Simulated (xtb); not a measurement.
Job for xtb: GFN2-xTB on Cl (SMILES [Cl]).

```
$ xtb mol.xyz --gfn 2 --sp --chrg 0 --uhf 1
1

Cl     0.00000000     0.00000000     0.00000000
```

The log:

```
[...]
           -------------------------------------------------
          |                Calculation Setup                |
           -------------------------------------------------



           -------------------------------------------------
          |                 G F N 2 - x T B                 |
           -------------------------------------------------

        Reference                      10.1021/acs.jctc.8b01176
      * Hamiltonian:
        H0-scaling (s, p, d)           1.850000    2.230000    2.230000
        zeta-weighting                 0.500000
      * Dispersion:
        s8                             2.700000
        a1                             0.520000
        a2                             5.000000
        s9                             5.000000
      * Repulsion:
        kExp                           1.500000    1.000000
        rExp                           1.000000
      * Coulomb:
        alpha                          2.000000
        third order                    shell-resolved
        anisotropic                    true
        a3                             3.000000
        a5                             4.000000
        cn-shift                       1.200000
        cn-exp                         4.000000
        max-rad                        5.000000


          ...................................................
          :                      SETUP                      :
          :.................................................:
          :  # basis functions                  10          :
          :  # atomic orbitals                   9          :
          :  # shells                            3          :
          :  # electrons                         7          :
          :  max. iterations                   250          :
          :  Hamiltonian                  GFN2-xTB          :
          :  restarted?                      false          :
          :  GBSA solvation                  false          :
          :  PC potential                    false          :
          :  electronic temp.          300.0000000     K    :
          :  accuracy                    1.0000000          :
          :  -> integral cutoff          0.2500000E+02      :
          :  -> integral neglect         0.1000000E-07      :
          :  -> SCF convergence          0.1000000E-05 Eh   :
          :  -> wf. convergence          0.1000000E-03 e    :
          :  Broyden damping             0.4000000          :
          :  net charge                          0          :
          :  unpaired electrons                  1          :
          ...................................................

 iter      E             dE          RMSdq      gap      omega  full diag
   1     -4.4825251 -0.448253E+01  0.716E-14   12.43      12.4  T
   2     -4.4825251  0.000000E+00  0.573E-14   12.43      12.4  T
   3     -4.4825251  0.000000E+00  0.441E-14   12.43      12.4  T

   *** convergence criteria satisfied after 3 iterations ***

         #    Occupation            Energy/Eh            Energy/eV
      -------------------------------------------------------------
         1        2.0000           -1.0759754             -29.2788
         2        1.6667           -0.4657520             -12.6738
         3        1.6667           -0.4657520             -12.6738
         4        1.6667           -0.4657520             -12.6738 (HOMO)
         5                         -0.0088323              -0.2403 (LUMO)
         6                         -0.0088323              -0.2403
         7                         -0.0088323              -0.2403
         8                         -0.0088323              -0.2403
         9                         -0.0088323              -0.2403
      -------------------------------------------------------------
                  HL-Gap            0.4569198 Eh           12.4334 eV
             Fermi-level           -0.3511928 Eh           -9.5564 eV

 SCC (total)                   0 d,  0 h,  0 min,  0.001 sec
 SCC setup                      ...        0 min,  0.000 sec (  7.574%)
 Dispersion                     ...        0 min,  0.000 sec (  3.170%)
 classical contributions        ...        0 min,  0.000 sec (  0.386%)
 integral evaluation            ...        0 min,  0.000 sec ( 12.081%)
 iterations                     ...        0 min,  0.001 sec ( 59.472%)
 molecular gradient             ...        0 min,  0.000 sec (  7.807%)
 printout                       ...        0 min,  0.000 sec (  8.922%)

         :::::::::::::::::::::::::::::::::::::::::::::::::::::
         ::                     SUMMARY                     ::
         :::::::::::::::::::::::::::::::::::::::::::::::::::::
         :: total energy              -4.482525134961 Eh    ::
         :: gradient norm              0.000000000000 Eh/a0 ::
         :: HOMO-LUMO gap             12.433420000000 eV    ::
         ::.................................................::
         :: SCC energy                -4.482525134961 Eh    ::
         :: -> isotropic ES            0.000000000000 Eh    ::
         :: -> anisotropic ES          0.000000000000 Eh    ::
         :: -> anisotropic XC          0.000000000000 Eh    ::
         :: -> dispersion              0.000000000000 Eh    ::
         :: repulsion energy           0.000000000000 Eh    ::
         :: add. restraining           0.000000000000 Eh    ::
         :: total charge               0.000000000000 e     ::
         :::::::::::::::::::::::::::::::::::::::::::::::::::::

           -------------------------------------------------
          |                Property Printout                |
           -------------------------------------------------

    * Orbital Energies and Occupations

         #    Occupation            Energy/Eh            Energy/eV
      -------------------------------------------------------------
         1        2.0000           -1.0759754             -29.2788
         2        1.6667           -0.4657520             -12.6738
         3        1.6667           -0.4657520             -12.6738
         4        1.6667           -0.4657520             -12.6738 (HOMO)
         5                         -0.0088323              -0.2403 (LUMO)
         6                         -0.0088323              -0.2403
         7                         -0.0088323              -0.2403
         8                         -0.0088323              -0.2403
         9                         -0.0088323              -0.2403
      -------------------------------------------------------------
                  HL-Gap            0.4569198 Eh           12.4334 eV
             Fermi-level           -0.3511928 Eh           -9.5564 eV

     #   Z          covCN         q      C6AA      α(0)
     1  17 Cl       0.000     0.000    92.710    14.654

 Mol. C6AA /au·bohr⁶  :         92.710205
 Mol. C8AA /au·bohr⁸  :       3868.199895
 Mol. α(0) /au        :         14.653772


Wiberg/Mayer (AO) data.
largest (>0.10) Wiberg bond orders for each atom

 ---------------------------------------------------------------------------
     #   Z sym  total        # sym  WBO       # sym  WBO       # sym  WBO
 ---------------------------------------------------------------------------
     1  17 Cl   0.000
 ---------------------------------------------------------------------------


molecular dipole:
                 x           y           z       tot (Debye)
 q only:        0.000       0.000       0.000
   full:        0.000       0.000       0.000       0.000
molecular quadrupole (traceless):
                xx          xy          yy          xz          yz          zz
 q only:        0.000       0.000       0.000       0.000       0.000       0.000
  q+dip:        0.000       0.000       0.000       0.000       0.000       0.000
Note: The following floating-point exceptions are signalling: IEEE_UNDERFLOW_FLAG IEEE_DENORMAL
normal termination of xtb
   full:        0.000       0.000       0.000       0.000       0.000       0.000


           -------------------------------------------------
          | TOTAL ENERGY               -4.482525134961 Eh   |
          | GRADIENT NORM               0.000000000000 Eh/α |
          | HOMO-LUMO GAP              12.433420000000 eV   |
           -------------------------------------------------

------------------------------------------------------------------------
------------------------------------------------------------------------
 total:
 SCF:
```

The run finished.

Cost: around 0.04 core-seconds (rough).
